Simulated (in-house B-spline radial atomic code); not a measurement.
Radial electron density of Sm2+, [Xe] 4f6. Method: scalar-relativistic (X2C) LDA VWN5, spin-polarised, spherical fractional occupations, Fermi nucleus of rms radius 5.0819 fm. Calculated with a B-spline radial code for spherical atoms.

One-electron X2C: radii and densities carry no picture-change correction, so inner-shell <1/r> comes out high (for 1s by about 2 % at Z = 33, 5 % at 54, 10 % at 75, 30 % at 118) and <r> low.

Columns: r (bohr), 4πr²n(r) (electrons per bohr), bar.

```
0.000603    2.612 #
0.000743    3.576 #
0.000915    4.875 ##
 0.00113    6.643 ###
 0.00139    8.951 ####
 0.00171    11.98 #####
 0.00211    15.98 ######
  0.0026    21.04 #########
  0.0032    27.31 ###########
 0.00394    34.92 ##############
 0.00486    43.84 ##################
 0.00598    53.59 ######################
 0.00737    63.68 ##########################
 0.00908    72.94 ##############################
  0.0112    80.05 ################################
  0.0138    83.55 ##################################
   0.017    82.76 ##################################
  0.0209    78.51 ################################
  0.0258    73.49 ##############################
  0.0317    72.21 #############################
  0.0391    78.33 ################################
  0.0482    91.43 #####################################
  0.0594    104.8 ##########################################
  0.0731    108.6 ############################################
  0.0901    98.97 ########################################
   0.111    84.89 ##################################
   0.137    81.45 #################################
   0.168    90.56 #####################################
   0.208    94.42 ######################################
   0.256    76.64 ###############################
   0.315    49.63 ####################
   0.388    38.03 ###############
   0.478    43.08 #################
   0.589    44.11 ##################
   0.726    32.85 #############
   0.894    19.86 ########
     1.1    12.97 #####
    1.36    9.873 ####
    1.67    6.943 ###
    2.06    3.715 ##
    2.54    1.429 #
    3.12   0.3897 
    3.85  0.06906 
    4.74 0.008308 
    5.84 0.0006893
```

On this grid the curve has 4 maxima, near 0.0138, 0.0731, 0.208, 0.589 bohr.

The 5p down radial function P(r) = rR(r), positive near the nucleus:

```csv
r (bohr),P
0.000915,0.0009442
0.00139,0.001819
0.00211,0.003554
0.0032,0.006996
0.00486,0.01379
0.00737,0.02679
0.0112,0.05068
0.017,0.09055
0.0258,0.1469
0.0391,0.2007
0.0594,0.1951
0.0901,0.05029
0.137,-0.2068
0.208,-0.2781
0.315,0.09994
0.478,0.4516
0.726,0.02712
1.1,-0.7158
1.67,-0.8475
2.54,-0.429
3.85,-0.09273
5.84,-0.006272
```
